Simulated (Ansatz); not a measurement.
Ansatz (a program for electronic structure) input (CCSD(T)/aug-cc-pV(D+d)Z):
A basis named .json is the Basis Set Exchange file of that set.

Ansatz 0.2 input:
```yaml
crystal:
  periodic: [false, false, false]
  atoms:
    - {symbol: C, position_ang: [-1.76440130, -0.62213461, 0.37130886]}
    - {symbol: C, position_ang: [-1.65592780, 0.84385989, -0.06513555]}
    - {symbol: C, position_ang: [-0.33489093, 1.15897318, -0.67891368]}
    - {symbol: C, position_ang: [0.80316978, 0.23909655, -0.58624387]}
    - {symbol: C, position_ang: [0.43655998, -1.26315168, -0.67221980]}
    - {symbol: C, position_ang: [-1.07467589, -1.51851377, -0.65373015]}
    - {symbol: S, position_ang: [1.79629779, 0.64580341, 0.99258836]}
    - {symbol: H, position_ang: [-1.29080527, -0.76238842, 1.34813231]}
    - {symbol: H, position_ang: [-2.81322910, -0.89807796, 0.49325618]}
    - {symbol: H, position_ang: [-2.44775382, 1.06646628, -0.79294487]}
    - {symbol: H, position_ang: [-1.85826377, 1.51349972, 0.78259476]}
    - {symbol: H, position_ang: [-0.14558792, 2.17218994, -1.01006565]}
    - {symbol: H, position_ang: [1.55437611, 0.48966328, -1.33446207]}
    - {symbol: H, position_ang: [0.86911505, -1.67657090, -1.58587292]}
    - {symbol: H, position_ang: [0.90421546, -1.79334356, 0.15699714]}
    - {symbol: H, position_ang: [-1.50182536, -1.31749170, -1.64141066]}
    - {symbol: H, position_ang: [-1.26051188, -2.57308906, -0.44013914]}
    - {symbol: H, position_ang: [0.79050310, 0.41751063, 1.85210599]}
basis:
  gaussian:
    orbitals: aug-cc-pV_D+d_Z.json
magnetization: {spin_polarized: true, initial_magnetization: 1}
correlation: {method: ccsd_t, electrons: outside_noble_gas}
output: {forces: true}
```

End of the output:

```
cycle   9  -29.54628999 eV  change    2.9e-5 eV  update   1.5e-4
cycle  10  -29.54621283 eV  change    7.7e-5 eV  update   6.7e-5
cycle  11  -29.54626161 eV  change   -4.9e-5 eV  update   3.1e-5
cycle  12  -29.54627072 eV  change   -9.1e-6 eV  update   1.5e-5
cycle  13  -29.54627986 eV  change   -9.1e-6 eV  update   7.2e-6
cycle  14  -29.54628236 eV  change   -2.5e-6 eV  update   3.6e-6
cycle  15  -29.54628054 eV  change    1.8e-6 eV  update   1.7e-6
perturbative correction -1.11724173 eV, -0.0410578762 hartree
the calculation of the forces begins
1.65 GiB of device memory are held for the factors and their scratch space
Total energy: -17204.66568091 eV, -632.2598020323 hartree
Atom 0 at    -1.764401    -0.622135     0.371309 Å, force     0.073635     0.033869    -0.007973 eV/Å
Atom 1 at    -1.655928     0.843860    -0.065136 Å, force    -0.221891    -0.048790     0.112976 eV/Å
Atom 2 at    -0.334891     1.158973    -0.678914 Å, force    -0.126643     0.099654    -0.200759 eV/Å
Atom 3 at     0.803170     0.239097    -0.586244 Å, force     0.323354    -0.231702     0.389932 eV/Å
Atom 4 at     0.436560    -1.263152    -0.672220 Å, force    -0.040479     0.098956     0.021586 eV/Å
Atom 5 at    -1.074676    -1.518514    -0.653730 Å, force    -0.002497     0.051905    -0.019198 eV/Å
Atom 6 at     1.796298     0.645803     0.992588 Å, force     0.265953     0.071438    -0.082586 eV/Å
Atom 7 at    -1.290805    -0.762388     1.348132 Å, force     0.237044    -0.064259     0.442984 eV/Å
Atom 8 at    -2.813229    -0.898078     0.493256 Å, force    -0.473061    -0.121577     0.044783 eV/Å
Atom 9 at    -2.447754     1.066466    -0.792945 Å, force    -0.312999     0.069319    -0.314899 eV/Å
Atom 10 at    -1.858264     1.513500     0.782595 Å, force    -0.068993     0.262389     0.356183 eV/Å
Atom 11 at    -0.145588     2.172190    -1.010066 Å, force     0.100379     0.509577    -0.167074 eV/Å
Atom 12 at     1.554376     0.489663    -1.334462 Å, force     0.349539     0.117941    -0.371300 eV/Å
Atom 13 at     0.869115    -1.676571    -1.585873 Å, force     0.187171    -0.179648    -0.415356 eV/Å
Atom 14 at     0.904215    -1.793344     0.156997 Å, force     0.200645    -0.248509     0.399613 eV/Å
Atom 15 at    -1.501825    -1.317492    -1.641411 Å, force    -0.189002     0.108858    -0.443896 eV/Å
Atom 16 at    -1.260512    -2.573089    -0.440139 Å, force    -0.076902    -0.471546     0.102779 eV/Å
Atom 17 at     0.790503     0.417511     1.852106 Å, force    -0.225255    -0.057875     0.152205 eV/Å
Dipole moment:    -0.336223    -0.129375    -0.156617 e Å
```

It need not be the lowest isomer of its formula.
